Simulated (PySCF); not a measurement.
Ge(SiH3)2 (GeH6Si2), SMILES [SiH3][Ge][SiH3] (connectivity only; charge and spin as stated), neutral, multiplicity 1. Atoms are numbered in the order given.

```xyz
9

Ge     0.0000     0.0000     0.9402
Si    -1.7302     0.0075    -0.8188
H     -1.8859    -1.4531    -1.1326
H     -1.3660     0.7100    -2.0884
H     -3.0567     0.5195    -0.3583
Si     1.7302    -0.0075    -0.8188
H      1.8859     1.4531    -1.1326
H      1.3660    -0.7100    -2.0884
H      3.0567    -0.5195    -0.3583
```

Coordinates come from a B3LYP-D3(BJ)/def2-SVP optimisation. The structure was generated by enumeration; whether it is a known compound was not checked.

Computed with PBE0/pcSseg-1 run with PySCF.

GIAO shieldings, no solvent; atoms alike by connectivity are averaged. δ = σ(ref) − σ: ⁷³Ge against GeH4 (σ = 1658.3 ppm); ²⁹Si against TMS (σ = 352.7 ppm); ¹H against TMS (σ = 31.56 ppm), references at their B3LYP-D3(BJ)/def2-TZVP geometries, non-relativistic.

```json
[
 {"atoms": "Ge1", "nucleus": "⁷³Ge", "count": "1", "δ (ppm)": "3196.6"},
 {"atoms": "Si2, Si6", "nucleus": "²⁹Si", "count": "2", "δ (ppm)": "-62.7"},
 {"atoms": "H3, H4, H5, H7, H8, H9", "nucleus": "¹H", "count": "6", "δ (ppm)": "?"}
]
```

**Question.** What belongs in the gaps? (Estimate from the structure and the level; the computed values follow.)

**Answer.** 
- H3, H4, H5, H7, H8, H9, δ (ppm): 5.05
